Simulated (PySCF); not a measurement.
# Nd²⁺: ionisation energy

Nd²⁺ [Xe] 4f4 (high-spin determinant) → Nd³⁺ [Xe] 4f3 (high-spin determinant), as a difference of total energies. Computed with PySCF 2.14 in ANO-RCC-VTZP (8s7p5d3f2g1h, 104 functions), with scalar relativity by spin-free X2C-1e. Correlated levels: valence: [Kr] 4d10 frozen. The calculations carry no spin-orbit coupling.

| method | ionisation energy (eV) |
| --- | --- |
| UHF | 19.928 |
| MP2 (valence) | 21.679 |
| SCS-MP2 (valence) | 21.115 |
| CCSD (valence) | 21.491 |
| CCSD(T) (valence) | 21.585 |

**Question.** How much does correlation contribute at CCSD(T) (valence)?

**Answer.** 21.585 − (19.928) = 1.657 eV, measured against UHF.

A first-order spin-orbit estimate (lowest level to lowest level, LS coupling) adds -0.043 eV.

Errors of the correlated levels include the incompleteness of this basis and the frozen core.

The coupled-cluster amplitudes are large for Nd³⁺ (T1 above 0.03 or a double amplitude above 0.15), so a single reference is strained.

The determinant of Nd²⁺ and of Nd³⁺ mixes LS terms, which raises its energy above the lowest term, most at the Hartree-Fock and MP2 levels.

For comparison: 22.09 ± 0.04 eV (semi-empirical (NIST evaluation); NIST Atomic Spectra Database, ionization energies).
